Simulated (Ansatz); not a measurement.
`[H]/C=C/c1ccc(/C=C/c2cccs2)s1` was relaxed with r2SCAN-D4 (def2-SVP) in Ansatz in these states: charge +1 doublet, charge -1 doublet, neutral singlet. The geometries follow in no particular order.

A:

Cartesian coordinates in Å:
```
H 5.301 -3.645 -2.332
C 4.621 -2.797 -2.212
C 3.553 -2.875 -1.360
C 2.572 -1.875 -1.082
C 2.431 -0.571 -1.589
C 1.339 0.139 -1.089
C 0.552 -0.575 -0.153
C -0.609 -0.188 0.551
C -1.252 1.048 0.463
C -2.416 1.447 1.164
C -3.097 2.680 1.108
C -4.234 2.749 1.943
C -4.468 1.592 2.661
S -3.259 0.384 2.303
S 1.260 -2.182 0.064
H 4.834 -1.896 -2.797
H 3.419 -3.819 -0.814
H 3.135 -0.160 -2.319
H 1.095 1.162 -1.385
H -1.042 -0.934 1.230
H -0.840 1.811 -0.208
H -2.752 3.495 0.465
H -4.876 3.632 2.020
H -5.265 1.374 3.370
```

B:

```xyz
24

H    -1.5314    0.2907    6.6149
C    -1.1279    0.5815    5.6423
C    -1.2816   -0.2160    4.5667
C    -0.7925    0.0578    3.2304
C    -0.0783    1.1475    2.7375
C     0.2214    1.0543    1.3666
C    -0.2564   -0.1132    0.7679
C    -0.1595   -0.5758   -0.5903
C     0.4565    0.0883   -1.6082
C     0.5668   -0.3541   -2.9707
C     1.1904    0.3152   -4.0187
C     1.1307   -0.3830   -5.2512
C     0.4647   -1.5838   -5.1465
S    -0.0959   -1.8682   -3.5410
S    -1.0832   -1.0850    1.9525
H    -0.5996    1.5383    5.5856
H    -1.8221   -1.1625    4.6898
H     0.2164    1.9902    3.3667
H     0.7747    1.8173    0.8150
H    -0.6254   -1.5455   -0.8059
H     0.9262    1.0588   -1.4091
H     1.6732    1.2857   -3.8828
H     1.5627   -0.0180   -6.1852
H     0.2703   -2.3206   -5.9262
```

C:

```csv
atom,x (Å),y (Å),z (Å)
H1,-6.277,-2.463,0.241
C2,-5.427,-1.813,0.020
C3,-4.180,-2.137,0.456
C4,-3.010,-1.349,0.216
C5,-2.880,-0.124,-0.488
C6,-1.585,0.356,-0.520
C7,-0.656,-0.482,0.159
C8,0.732,-0.325,0.337
C9,1.471,0.743,-0.155
C10,2.859,0.926,0.007
C11,3.619,2.006,-0.489
C12,4.978,1.915,-0.169
C13,5.269,0.771,0.570
S14,3.893,-0.196,0.878
S15,-1.473,-1.871,0.827
H16,-5.630,-0.907,-0.558
H17,-4.045,-3.060,1.031
H18,-3.728,0.381,-0.954
H19,-1.295,1.284,-1.016
H20,1.254,-1.105,0.903
H21,0.962,1.530,-0.724
H22,3.169,2.819,-1.063
H23,5.736,2.645,-0.457
H24,6.244,0.457,0.948
```

**Question.** Judge from the bond lengths which geometry belongs to which state (an estimate).

**Answer.** A is the charge -1 doublet (C13–S14 1.746 Å, C4–S15 1.770 Å, C8–C9 1.396 Å); B is the neutral singlet (C13–S14 1.724 Å, C4–S15 1.739 Å, C8–C9 1.363 Å); C is the charge +1 doublet (C13–S14 1.710 Å, C4–S15 1.735 Å, C8–C9 1.389 Å).

At r2SCAN-D4/def2-SVP the highest occupied level of the relaxed charge -1 doublet lies above zero (up to 0.87 eV). By energy differences its removal costs 0.78 eV (each at its own geometry, to the charge 0 singlet, at PBE0-D4/def2-SVP).
